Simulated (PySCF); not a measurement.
SeF₄, SMILES F[Se](F)(F)F. Heavy atoms are numbered as in [Se:1]([F:2])([F:3])([F:4])[F:5].

Geometry: PBE0-D3(BJ)/def2-SVP. The geometry has at least one imaginary mode, so it is a saddle point at that level. The isomer is the one that the SMILES or the coordinates give; other isomers of the formula were not compared.

The numbers are results of PBE/pcSseg-1 run with PySCF, not measurements.

GIAO shieldings, no solvent; atoms alike by connectivity are averaged. δ = σ(ref) − σ: ⁷⁷Se against Me2Se (σ = 1634.8 ppm); ¹⁹F against CFCl3 (σ = 133.6 ppm), references at their B3LYP-D3(BJ)/def2-TZVP geometries, non-relativistic.

Computed chemical shifts:
```json
[
 {"nucleus": "⁷⁷Se", "atoms": "Se1", "count": "1", "δ (ppm)": "1196.7"},
 {"nucleus": "¹⁹F", "atoms": "F2", "count": "4", "δ (ppm)": "109.0"}
]
```
